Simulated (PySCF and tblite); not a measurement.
Results of a calculation; reference values are marked as such.
C₆H₁₁F, numbered as in [F:1][CH:2]1[CH2:3][CH2:4][CH2:5][CH2:6][CH2:7]1.

First level. Level: PBE0-D3(BJ)/pcSseg-1 (IEF-PCM, chloroform)//GFN2-xTB, thermal terms from GFN2-xTB, symmetry numbers and mirror pairs counted. Conformers within 2.5 kcal/mol (GFN2-xTB free energy) were kept, 4 at most. GIAO shieldings: PBE0/pcSseg-1 (IEF-PCM, chloroform). Shifts are against TMS (¹H), TMS (¹³C), CFCl3 (¹⁹F) at the same level; of two unlike H on one atom, a is the less shielded. Run with PySCF (density fitting) and tblite.

It gives, at 298.15 K, with 2 conformers (largest weight 55 %): ¹H: 4.87 (H2, 1H), 1.83 (H3a/H7a, 2H), 1.80 (H4a/H6a, 2H), 1.72 (H3b/H7b, 2H), 1.44 (H5a, 1H), 1.40 (H4b/H6b, 2H), 1.38 (H5b, 1H) ppm. ¹³C: 94.6 (C2), 36.7 (C3/C7), 29.8 (C5), 26.7 (C4/C6) ppm. ¹⁹F: -210.6 (F1) ppm.

Second level: GFN2-xTB geometries, energies BP86-D3(BJ)/pcseg-1 (IEF-PCM, acetonitrile), shieldings wB97X/pcSseg-1 (IEF-PCM, acetonitrile), on up to 4 of the same conformers.

(1) How do the averaged shifts change?

Unscaled ¹⁹F shifts at such levels can be off by tens of ppm; differences between conformers or isomers are more reliable. Shifts are unscaled: against experiment ¹³C can be off by 15 ppm or more and ¹H by 0.8 ppm.

Answers

(1) 
```
 signal  first  second  change (ppm)
     H2   4.87    4.85         -0.02
H3a/H7a   1.83    1.88          0.04
H3b/H7b   1.72    1.63         -0.09
H4a/H6a   1.80    1.71         -0.09
H4b/H6b   1.40    1.35         -0.05
    H5a   1.44    1.44          0.00
    H5b   1.38    1.29         -0.09
     C2   94.6    94.9           0.3
  C3/C7   36.7    36.1          -0.5
  C4/C6   26.7    25.9          -0.8
     C5   29.8    28.6          -1.2
```

The largest weight becomes 64 %.
